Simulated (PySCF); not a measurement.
# Reading a saddle point

A first-order saddle point of SiH2OF2, closed shell, PBE0-D4/def2-TZVP, with one imaginary mode of 1493i cm⁻¹:

```csv
atom,x (Å),y (Å),z (Å)
Si1,-0.4173,0.4092,-0.5466
O2,0.9381,-0.3972,0.3542
H3,0.8031,-0.6198,-0.8932
F4,-1.6917,-0.1746,0.2281
F5,-0.3370,1.9266,-0.0706
H6,0.7049,-1.1442,0.9281
```

Computed with PySCF 2.14 with density fitting (its default auxiliary sets; JK sets also for MP2 and CCSD(T)) (basis: def2-TZVPP and def2-QZVPP); correlated methods freeze the cores. Extrapolation: Hartree–Fock as exp(−7.88 √X), correlation as X^−2.97.

(1) Which contacts change along the imaginary mode, and what lies on either side? (Judge from chemistry; the calculation decides.)

(2) Which side is lower, and how far does the saddle lie above each? (An estimate is asked for; the value comes from the calculation.)

No T1 diagnostic of these runs exceeds 0.015. The restricted Hartree–Fock reference is unstable towards an unrestricted one at one or more of these structures.

Results:

(1) By the calculation: The step is SiH₂OF₂ ([OH][SiH]([F])[F]) → SiF₂ + H₂O, with the molecules in contact on both sides. Shortening one way: O2–H3; lengthening the same way: Si1–O2, Si1–H3.
```tsv
pair	one side (Å)	saddle (Å)	other side (Å)
O2–H3	2.50	1.27	0.97
Si1–O2	1.61	1.82	2.17
Si1–H3	1.46	1.63	2.59
```

(2) Computed: The side with Si1–O2, Si1–H3 short is lower by 224.1 kJ/mol; the saddle lies 353.8 kJ/mol above it and 129.7 kJ/mol above the other (CCSD(T) at an estimated basis limit (MP2 extrapolated from triple and quadruple zeta, plus CCSD(T) − MP2 in triple zeta); electronic energies).

Losses and insertions of silylenes and their heavier kin drive the gas-phase chemistry of silicon and germanium vapour deposition.

Labels in which every atom is bracketed show which atoms are joined, not bond orders.

For scale, one of the runs: CCSD(T)/def2-TZVPP, 163 basis functions, launched by `OMP_NUM_THREADS=4 python run.py`. The run took 2.7 min on 4 CPU threads of an Arm Neoverse V2 (shared host), with 1.6 GiB of host memory at its peak.
